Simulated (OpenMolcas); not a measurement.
## Nb3+ in a point-charge field

Nb3+ among 4 point charges of -2.5 e arranged as a square (D4h), 1.93 Å from the ion. The active orbitals were held to one l.

* Program: OpenMolcas
* Method: CASSCF
* Basis: ANO-RCC-VDZP [6s5p3d1f]
* Scalar Hamiltonian: DKH2, point nucleus
* Active space: 2 electrons in 5 orbitals (4d)
* State averaging: 2S+1 = 3 even, 10 roots; 2S+1 = 1 even, 15 roots
* Spin-orbit coupling: state interaction with AMFI integrals over the reference wave functions

The lowest spin-free states (labels of D4, the rotations of D4h), above the lowest:

| State | Degeneracy | E (cm-1) | Free-ion L (%) |
| --- | --- | --- | --- |
| 3A2 | 1 | 0.0 | F (85) |
| 3E | 2 | 6239 | F (58) |
| 1B2 | 1 | 8661 | D (50) |
| 1B1 | 1 | 8731 | G (54) |
| 1E | 2 | 13320 | G (83) |
| 1A1 | 1 | 14021 | G (91) |
| 1A1 | 1 | 21604 | D (58) |
| 3E | 2 | 26461 | F (73) |
| 3B2 | 1 | 27640 | F (100) |
| 1E | 2 | 35171 | G (53) |
| 1B2 | 1 | 38890 | G (50) |
| 3E | 2 | 48160 | F (69) |
| 3B1 | 1 | 49699 | F (100) |
| 1E | 2 | 56957 | G (64) |
| 1B1 | 1 | 61323 | D (54) |
| 1A1 | 1 | 68887 | G (60) |
| 3A2 | 1 | 82628 | P (85) |
| 1A2 | 1 | 88316 | G (100) |
| 1A1 | 1 | 118332 | G (42) |

The lowest levels with spin-orbit coupling:

```tsv
E (cm-1)	Degeneracy	Label	2S+1	g
0.0	1	A1	3	
42.7	2	E	3	0.00 0.00 3.99
6112	1	A2	3	
6135	1	A1	3	
6363	2	E	3	0.00 0.00 1.98
6391	1	B1	3	
6418	1	B2	3	
8888	1	B2	1	
8986	1	B1	1	
13434	2	E	1	0.00 0.00 2.00
14122	1	A1	1	
21754	1	A1	1	
26002	1	B1	3	
26155	1	B2	3	
26427	2	E	3	0.00 0.00 2.86
26913	1	A2	3	
26925	1	A1	3	
27828	2	E	3	0.00 0.00 3.68
27909	1	B1	3	
35258	2	E	1	0.00 0.00 1.34
```

Powder χT (cm3 K/mol): 0.0457 at 2 K, 0.229 at 10 K, 0.7 at 50 K, 0.78 at 100 K, 0.824 at 200 K, 0.851 at 300 K. The effective moment at 300 K is 2.828 √(χT) = 2.61 μB.

The lowest level has 2S+1 = 3, for which the spin-only value is χT = S(S+1) / 2 = 1.000 cm3 K/mol (g = 2). The computed 0.851 at 300 K differs by -0.149, through orbital momentum, spin-orbit coupling and any other state in reach.

Without dynamic correlation the repulsion within the d shell is too large (B by tens of per cent), so at a given field states of lower spin stand too high. This is an electrostatic model: the charges have no orbitals. No measured value stands beside these numbers.

With an even number of electrons the g values are those of a degenerate or nearly degenerate non-Kramers pair.
